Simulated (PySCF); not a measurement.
## `C#C[Si@@H](C)[NH][GeH3]` in a uniform electric field

Species: C3H9GeNSi.
Atom-mapped SMILES: `[CH:1]#[C:2][Si@@H:3]([CH3:4])[NH:5][GeH3:6]` (hydrogens: H7 on C1; H8 on Si3; H9, H10, H11 on C4; H12 on N5; H13, H14, H15 on Ge6)

Cartesian coordinates in Å at the PBE0-D3(BJ)/def2-SVP level; atoms count from 1:
```xyz
15
C3H9GeNSi angstrom
C     -1.8230    2.2317    0.9277
C     -1.4538    1.1335    0.5519
Si    -0.8569   -0.5177   -0.0323
C     -2.0030   -1.0865   -1.3946
N      0.7828   -0.4629   -0.5929
Ge     2.3064   -0.5710    0.4350
H     -2.1503    3.1999    1.2632
H     -0.8793   -1.4332    1.1459
H     -1.9802   -0.3805   -2.2395
H     -1.7078   -2.0811   -1.7615
H     -3.0401   -1.1375   -1.0291
H      0.9281   -0.0230   -1.4982
H      3.4474   -1.0802   -0.4661
H      2.0096   -1.5673    1.5668
H      2.7130    0.7922    1.0370
```

Level: wB97X-D/def2-SVPD (PySCF); nuclei fixed, core orbitals frozen in the response. Permanent dipole (0.131, 0.437, -0.882) D (1 au = 2.5417 D). Static polarisability (au):

```
x   105.44  -8.07   2.50
y    -8.07 102.30   9.73
z     2.50   9.73  87.51
```

Only the terms in μ and α are kept: μ(F) = μ + αF and ΔE = −μ·F − ½ F·αF.

Task: Apply 0.008 au along ±x, ±y and ±z in turn. Tabulate induced and total dipoles and both energy terms.

Result: 
```
field along  induced x (D)  induced y (D)  induced z (D)  total size (D)  −μ·F (kJ/mol)  −½F·αF (kJ/mol)
         +x          2.144         -0.164          0.051           2.437         -1.083           -8.859
         −x         -2.144          0.164         -0.051           2.299         +1.083           -8.859
         +y         -0.164          2.080          0.198           2.609         -3.611           -8.595
         −y          0.164         -2.080         -0.198           1.988         +3.611           -8.595
         +z          0.051          0.198          1.779           1.114         +7.289           -7.352
         −z         -0.051         -0.198         -1.779           2.673         -7.289           -7.352
```

Task: For the field (-0.0016, -0.0032, -0.0040) au, what is the induced dipole, and what angle does it make with the field?

Result: αF = (-0.389, -0.898, -0.979) D, at 3.9° to the field. The polarisability along this direction, F·αF/F², is 101.25 au, against a mean of 98.42 au.

Task: Which field along μ doubles the dipole in that direction (linear response)?

Result: The polarisability along the dipole is 81.56 au, so F = 0.3907 au / 81.56 au = 0.0048 au = 0.25 V/Å; higher-order terms are ignored.

Task: What field makes μF equal to kT at 100 K?

Result: kT = 0.3167 × 10⁻³ Eh, so F = 0.000811 au = 4.17 MV/cm.

Task: A unit point charge sits 14 Å away. Estimate the induction energy −αe²/2R⁴ with the mean polarisability, treating the molecule as a point.

Result: R = 26.46 bohr, so the energy is −98.4/(2 × 26.46⁴) Eh = -0.264 kJ/mol. The charge–dipole term at its most favourable orientation, −μe/R², is -1.47 kJ/mol.

The structure is a single PBE0-D3(BJ)/def2-SVP conformer in the gas phase; no vibrational or solvent corrections. The calculation is non-relativistic, for germanium too.

The pairwise dispersion term of wB97X-D wasn't added to the energies; at a given geometry it leaves orbitals and properties as they are.
